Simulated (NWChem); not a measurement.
System: C6H15B; SMILES CCB(CC)CC

Here is an NWChem input.

```
start job
memory heap 200 mb stack 900 mb global 1100 mb
geometry units angstroms
  B      0.113967     0.047257     0.154402
  C      1.338508     0.152667    -0.839017
  C      1.103975    -0.217051    -2.304586
  H      2.171611    -0.445984    -0.457349
  H      1.701201     1.186361    -0.798004
  H      0.333411     0.411638    -2.743641
  H      0.787622    -1.254269    -2.390195
  H      2.015279    -0.092292    -2.887513
  C     -1.378835    -0.134017    -0.345902
  C     -1.991235     1.244291    -0.650020
  H     -2.006190    -0.614498     0.408315
  H     -1.449438    -0.738165    -1.251983
  H     -1.426237     1.752570    -1.427817
  H     -1.981400     1.870677     0.239240
  H     -3.021250     1.140809    -0.985743
  C      0.393886     0.163033     1.713119
  C      0.471012    -1.238308     2.341702
  H     -0.402400     0.709518     2.224121
  H      1.330146     0.680671     1.933974
  H      1.281266    -1.811245     1.896326
  H     -0.456865    -1.781990     2.180193
  H      0.647860    -1.170527     3.413326
end
basis spherical
  * library def2-svp
end
dft
  xc pbe0
  iterations 150
  semidirect filesize 400000000
end
driver
  maxiter 120
end
task dft optimize
```

NWChem printed, in part:

```
             Northwest Computational Chemistry Package (NWChem) 7.3.0
             --------------------------------------------------------

 C1  symmetry detected

                             Geometry "geometry" -> ""
                             -------------------------

 Output coordinates in angstroms (scale by  1.889725989 to convert to a.u.)

  No.       Tag          Charge          X              Y              Z
 ---- ---------------- ---------- -------------- -------------- --------------
    1 B                    5.0000     0.06746025    -0.15429567     0.11916503
    2 C                    6.0000     1.35530321     0.70786718     0.42840438
    3 C                    6.0000     1.51030794     2.04635165    -0.29548960
    4 H                    1.0000     2.25100303     0.10617715     0.24454298
    5 H                    1.0000     1.36759165     0.89646214     1.50823423
    6 H                    1.0000     0.67394328     2.70476092    -0.07462900
    7 H                    1.0000     1.55031794     1.89520245    -1.37195717
    8 H                    1.0000     2.42667879     2.54936719     0.00960630
    9 C                    6.0000    -1.18268006     0.42737919    -0.66213243
   10 C                    6.0000    -2.12676791     1.13166797     0.32778166
   11 H                    1.0000    -1.75421604    -0.35903962    -1.16030071
   12 H                    1.0000    -0.90130849     1.15177874    -1.42831629
   13 H                    1.0000    -1.61790380     1.95398606     0.82516353
   14 H                    1.0000    -2.46880773     0.43509173     1.09003477
   15 H                    1.0000    -2.99770210     1.52940546    -0.18954597
   16 C                    6.0000     0.01679343    -1.65161646     0.64530259
   17 C                    6.0000     0.41028848    -2.62129817    -0.48150735
   18 H                    1.0000    -0.98671454    -1.92552230     0.97964920
   19 H                    1.0000     0.69255118    -1.82400445     1.48610141
   20 H                    1.0000     1.42338040    -2.41863876    -0.82165738
   21 H                    1.0000    -0.26011616    -2.51346299    -1.33095435
   22 H                    1.0000     0.36453074    -3.65219356    -0.13595214

 Effective nuclear repulsion energy (a.u.)     298.4583951484

                                Z-matrix (autoz)
                                --------

 Units are Angstrom for bonds and degrees for angles

[...]

      ----------------------
      Optimization converged
      ----------------------

  Step       Energy      Delta E   Gmax     Grms     Xrms     Xmax
  ---- ---------------- -------- -------- -------- -------- --------
@   16    -262.00915128 -1.6D-07  0.00002  0.00000  0.00068  0.00162
                                     ok       ok       ok       ok

                                Z-matrix (autoz)
                                --------

 Units are Angstrom for bonds and degrees for angles

      Type          Name      I     J     K     L     M      Value     Gradient
      ----------- --------  ----- ----- ----- ----- ----- ---------- ----------
    1 Stretch                  1     2                       1.57786   -0.00002
    2 Stretch                  1     9                       1.58032   -0.00001
    3 Stretch                  1    16                       1.58244    0.00000
    4 Stretch                  2     3                       1.52320    0.00000
    5 Stretch                  2     4                       1.10686    0.00001
    6 Stretch                  2     5                       1.11135   -0.00000
    7 Stretch                  3     6                       1.10162    0.00000
    8 Stretch                  3     7                       1.10183    0.00000
    9 Stretch                  3     8                       1.10145   -0.00000
   10 Stretch                  9    10                       1.53798    0.00000
   11 Stretch                  9    11                       1.10354   -0.00000
   12 Stretch                  9    12                       1.10308   -0.00000
   13 Stretch                 10    13                       1.10207   -0.00000
   14 Stretch                 10    14                       1.10217   -0.00000
   15 Stretch                 10    15                       1.10149   -0.00000
   16 Stretch                 16    17                       1.53623   -0.00000
   17 Stretch                 16    18                       1.10463    0.00000
   18 Stretch                 16    19                       1.10361    0.00000
   19 Stretch                 17    20                       1.10233    0.00000
   20 Stretch                 17    21                       1.10211    0.00000
   21 Stretch                 17    22                       1.10150    0.00000
   22 Bend                     1     2     3               119.50176    0.00000
   23 Bend                     1     2     4               108.31993    0.00000
   24 Bend                     1     2     5               103.67612    0.00001
   25 Bend                     1     9    10               108.41226   -0.00000
   26 Bend                     1     9    11               111.42849   -0.00000
   27 Bend                     1     9    12               112.06384   -0.00000
   28 Bend                     1    16    17               109.11973    0.00001
   29 Bend                     1    16    18               110.72325   -0.00001
   30 Bend                     1    16    19               112.01514   -0.00001
   31 Bend                     2     1     9               122.09073    0.00000
   32 Bend                     2     1    16               118.60496   -0.00000
   33 Bend                     2     3     6               111.72830    0.00000
   34 Bend                     2     3     7               111.44904    0.00000
   35 Bend                     2     3     8               112.34437    0.00000
   36 Bend                     3     2     4               110.96284   -0.00000
   37 Bend                     3     2     5               110.27637   -0.00000
   38 Bend                     4     2     5               102.58110   -0.00000
   39 Bend                     6     3     7               106.78355   -0.00001
   40 Bend                     6     3     8               107.11462    0.00000
   41 Bend                     7     3     8               107.10203    0.00000
   42 Bend                     9     1    16               119.26412   -0.00000
   43 Bend                     9    10    13               111.84376   -0.00000
   44 Bend                     9    10    14               111.71282    0.00000
   45 Bend                     9    10    15               111.65466   -0.00000
   46 Bend                    10     9    11               108.76840    0.00000
   47 Bend                    10     9    12               108.84283   -0.00000
   48 Bend                    11     9    12               107.25067    0.00001
   49 Bend                    13    10    14               107.10946   -0.00000
   50 Bend                    13    10    15               107.13866    0.00000
   51 Bend                    14    10    15               107.09192   -0.00000
   52 Bend                    16    17    20               111.71134    0.00000
   53 Bend                    16    17    21               111.76766    0.00000
   54 Bend                    16    17    22               111.73279   -0.00000
   55 Bend                    17    16    18               108.66828    0.00000
   56 Bend                    17    16    19               109.05305   -0.00000
   57 Bend                    18    16    19               107.18449    0.00001
   58 Bend                    20    17    21               107.14399   -0.00000
   59 Bend                    20    17    22               107.03681   -0.00000
   60 Bend                    21    17    22               107.15865   -0.00000
   61 Torsion                  1     2     3     6          56.68013   -0.00001
   62 Torsion                  1     2     3     7         -62.69622    0.00000
   63 Torsion                  1     2     3     8         177.09885   -0.00000
   64 Torsion                  1     9    10    13          61.17633    0.00000
   65 Torsion                  1     9    10    14         -58.87561    0.00000
   66 Torsion                  1     9    10    15        -178.77467    0.00000
   67 Torsion                  1    16    17    20          61.06012    0.00000
   68 Torsion                  1    16    17    21         -58.98237    0.00000
   69 Torsion                  1    16    17    22        -179.05847    0.00000
   70 Torsion                  2     1     9    10         -84.16336   -0.00000
   71 Torsion                  2     1     9    11         156.17119    0.00000
   72 Torsion                  2     1     9    12          35.98408   -0.00001
   73 Torsion                  2     1    16    17         -98.44674   -0.00001
   74 Torsion                  2     1    16    18         141.99114   -0.00001
   75 Torsion                  2     1    16    19          22.40682   -0.00001
   76 Torsion                  3     2     1     9         -14.57733   -0.00001
   77 Torsion                  3     2     1    16         167.74691   -0.00000
   78 Torsion                  4     2     1     9        -142.91902    0.00000
   79 Torsion                  4     2     1    16          39.40522    0.00001
   80 Torsion                  4     2     3     6        -176.19736   -0.00001
   81 Torsion                  4     2     3     7          64.42628   -0.00000
   82 Torsion                  4     2     3     8         -55.77865   -0.00000
   83 Torsion                  5     2     1     9         108.61664   -0.00000
   84 Torsion                  5     2     1    16         -69.05912    0.00000
   85 Torsion                  5     2     3     6         -63.22976   -0.00002
   86 Torsion                  5     2     3     7         177.39388   -0.00001
   87 Torsion                  5     2     3     8          57.18895   -0.00001
   88 Torsion                  9     1    16    17          83.81041   -0.00000
   89 Torsion                  9     1    16    18         -35.75171   -0.00000
   90 Torsion                  9     1    16    19        -155.33603   -0.00000
   91 Torsion                 10     9     1    16          93.49757   -0.00001
   92 Torsion                 11     9     1    16         -26.16788   -0.00001
   93 Torsion                 11     9    10    13        -177.50505   -0.00000
   94 Torsion                 11     9    10    14          62.44301   -0.00000
   95 Torsion                 11     9    10    15         -57.45606   -0.00000
   96 Torsion                 12     9     1    16        -146.35499   -0.00001
   97 Torsion                 12     9    10    13         -60.95957    0.00001
   98 Torsion                 12     9    10    14         178.98849    0.00001
   99 Torsion                 12     9    10    15          59.08942    0.00001
  100 Torsion                 18    16    17    20        -178.11348   -0.00000
  101 Torsion                 18    16    17    21          61.84403   -0.00000
  102 Torsion                 18    16    17    22         -58.23207   -0.00000
  103 Torsion                 19    16    17    20         -61.58659    0.00000
  104 Torsion                 19    16    17    21         178.37091    0.00000
  105 Torsion                 19    16    17    22          58.29482    0.00000

                         Geometry "geometry" -> "geometry"
                         ---------------------------------

 Output coordinates in angstroms (scale by  1.889725989 to convert to a.u.)

[...]
```

Level: PBE0/def2-SVP. Not confirmed as a minimum by frequencies.
